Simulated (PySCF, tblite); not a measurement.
Isomers of C6H8F4, one GFN2-xTB conformer each. Single-point energies are computed at PBE0/pcSseg-1 (PySCF, gas phase, no added dispersion term), electronic only.

```csv
SMILES,GFN2-xTB relative energy (kJ/mol)
FC(F)[C@@]1(F)CC[C@H](F)C1,0.0
C[C@@H](F)/C=C\[C@@H](F)C(F)F,130.8
FC(F)[C@H]1C[C@@H](F)[C@@H](F)C1,8.8
```

Conformers: `[F:1][CH:2]([F:3])[C@@:4]1([F:5])[CH2:6][CH2:7][C@H:8]([F:9])[CH2:10]1` with F1–C2–C4–F5 -165°, C2–C4–C6–C7 100°, C4–C6–C7–C8 37°, C6–C7–C8–F9 82°, C7–C8–C10–C4 21°; `[CH3:1][C@@H:2]([F:3])/[CH:4]=[CH:5]\[C@@H:6]([F:7])[CH:8]([F:9])[F:10]` with C1–C2–C4–C5 -163°, C4–C5–C6–F7 155°, C5–C6–C8–F9 81°; `[F:1][CH:2]([F:3])[C@H:4]1[CH2:5][C@@H:6]([F:7])[C@@H:8]([F:9])[CH2:10]1` with F1–C2–C4–C5 61°, C2–C4–C5–C6 126°, C4–C5–C6–F7 -151°, C5–C6–C8–F9 -75°, C6–C8–C10–C4 -37°.

Problem. What does PBE0/pcSseg-1 give for the same structures?

Solution. 
```json
{"SMILES": "FC(F)[C@@]1(F)CC[C@H](F)C1", "PBE0/pcSseg-1 E (Eh)": "-632.12155", "PBE0/pcSseg-1 (kJ/mol)": "0.0", "GFN2-xTB (kJ/mol)": "0.0", "point group": "C1"}
{"SMILES": "FC(F)[C@H]1C[C@@H](F)[C@@H](F)C1", "PBE0/pcSseg-1 E (Eh)": "-632.11755", "PBE0/pcSseg-1 (kJ/mol)": "10.5", "GFN2-xTB (kJ/mol)": "8.8", "point group": "C1"}
{"SMILES": "C[C@@H](F)/C=C\\[C@@H](F)C(F)F", "PBE0/pcSseg-1 E (Eh)": "-632.08115", "PBE0/pcSseg-1 (kJ/mol)": "106.1", "GFN2-xTB (kJ/mol)": "130.8", "point group": "C1"}
```

Both levels put the same isomer lowest; measured from each level's own lowest isomer, the values differ by up to 24.7 kJ/mol (C[C@@H](F)/C=C\[C@@H](F)C(F)F: 130.8 against 106.1). As drawn, the highest has a C=C bond outside aromatic rings, which the lowest lacks.

Problem. Which frontier levels, dipoles and rotational constants go with these structures?

Solution. 
| SMILES | HOMO (eV, PBE0/pcSseg-1) | LUMO (eV) | dipole (D) | A, B, C (MHz) |
| --- | --- | --- | --- | --- |
| FC(F)[C@@]1(F)CC[C@H](F)C1 | -9.15 | 1.33 | 1.73 | 2136, 964.4, 880.4 |
| FC(F)[C@H]1C[C@@H](F)[C@@H](F)C1 | -9.15 | 0.72 | 3.00 | 2297, 855.5, 752.6 |
| C[C@@H](F)/C=C\[C@@H](F)C(F)F | -8.01 | -0.65 | 1.67 | 1998, 797.1, 727.7 |

Problem. What happens when harmonic zero-point energies from GFN2-xTB frequencies are added?

Solution. 
```json
{"SMILES": "FC(F)[C@@]1(F)CC[C@H](F)C1", "ZPE (kJ/mol)": "351.6", "electronic (kJ/mol)": "0.0", "with ZPE (kJ/mol)": "0.0"}
{"SMILES": "FC(F)[C@H]1C[C@@H](F)[C@@H](F)C1", "ZPE (kJ/mol)": "352.4", "electronic (kJ/mol)": "10.5", "with ZPE (kJ/mol)": "11.3"}
{"SMILES": "C[C@@H](F)/C=C\\[C@@H](F)C(F)F", "ZPE (kJ/mol)": "342.4", "electronic (kJ/mol)": "106.1", "with ZPE (kJ/mol)": "96.8"}
```

The zero-point energies span 10.0 kJ/mol. The order is unchanged.
